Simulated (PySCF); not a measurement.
## Computed properties of GaF₃, SMILES [F][Ga]([F])[F]

GaF3, SMILES [F][Ga]([F])[F]. The structure is a stationary point at B3LYP-D3(BJ)/def2-SVP. The isomer is the one that the SMILES or the coordinates give; other isomers of the formula were not compared. The values are those of a single conformer. All values are computed for the isolated molecule unless a solvent is named; none is compared with measurement here.

**Structure.** The optimised structure has D3h symmetry. All 6 harmonic modes at B3LYP-D3(BJ)/def2-SVP (PySCF) are real, so it is a minimum. With heavy atoms numbered as in [Ga:1]([F:2])([F:3])[F:4], the shortest bond between them is Ga1–F3 at 1.733 Å and the longest Ga1–F4 at 1.733 Å.

**Vibrations.** The strongest infrared lines (harmonic, unscaled, degenerate partners summed) lie at 768 cm⁻¹ (155 km/mol, F 71 %, Ga 29 %), 186 cm⁻¹ (59 km/mol, F 84 %, Ga 16 %), 200 cm⁻¹ (56 km/mol, F 55 %, Ga 45 %). The softest mode is at 186 cm⁻¹ and the zero-point energy is 4.0 kcal/mol.

**Electronic structure.** r2SCAN/def2-TZVPD (PySCF) places the frontier levels at -10.22 and -3.22 eV, a gap of 7.00 eV, and gives a dipole moment of 0.00 D and a mean polarisability of 25.6 bohr³.

**Excitations.** TDA-B3LYP/def2-SVPD (PySCF) has S1 at 7.10 eV (175 nm, f = 0.000, dark); the most intense of the 10 singlets computed lies at 7.42 eV (f = 0.12). Strengths of degenerate partners are summed. T1 (TDA) is at 6.74 eV, 0.36 eV under S1. No vertical singlet excitation falls in the visible range (under 3.1 eV).

**NMR.** GIAO shifts at B3LYP/pcSseg-2 (PySCF) (non-relativistic, atoms alike by connectivity averaged): ¹⁹F at -207.2 ppm against CFCl3.
